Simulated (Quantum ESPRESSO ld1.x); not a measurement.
Species: Er3+. Configuration: [Xe] 4f10.5 6p0.5 (fractional occupations, a model configuration). Calculated with ld1.x of Quantum ESPRESSO 7.5: scalar-relativistic Kohn-Sham, LDA (Slater exchange, Perdew-Zunger correlation), spin-polarised, spherical densities, point nucleus; open shells are filled with parallel spins first.

Radial electron density D(r) = 4 pi r^2 rho(r):

```
   r/bohr * D(r) (the largest magnitude, 122, reaches the edge; | marks zero)
 0.002899 |           *
 0.003374 |             *
  0.00396 |                *
  0.00461 |                    *
 0.005367 |                       *
 0.006248 |                           *
 0.007274 |                               *
 0.008468 |                                  *
 0.009858 |                                     *
  0.01148 |                                       *
  0.01336 |                                        *
  0.01555 |                                        *
  0.01811 |                                       *
  0.02108 |                                     *
  0.02454 |                                    *
  0.02857 |                                    *
  0.03326 |                                      *
  0.03872 |                                         *
  0.04507 |                                               *
  0.05247 |                                                    *
  0.06108 |                                                      *
  0.07111 |                                                     *
  0.08279 |                                                *
  0.09715 |                                           *
   0.1131 |                                         *
   0.1317 |                                           *
   0.1533 |                                              *
   0.1784 |                                                *
   0.2077 |                                            *
   0.2418 |                                   *
   0.2815 |                          *
   0.3277 |                      *
   0.3816 |                       *
   0.4442 |                          *
   0.5171 |                         *
    0.602 |                     *
   0.7008 |               *
   0.8159 |          *
   0.9498 |       *
    1.106 |     *
    1.287 |    *
    1.499 |  *
    1.745 | *
    2.031 |*
    2.383 *
    2.775 *
     3.23 *
     3.76 *
    4.378 *
    5.096 *
    5.933 *
    6.907 *
    8.041 *
```

D(r) has 4 maxima, at r = 0.0140, 0.0631, 0.174, 0.474 bohr, and minima at 0.0268, 0.114, 0.338 bohr, inside which lie 1.92, 11.09, 29.62 electrons.
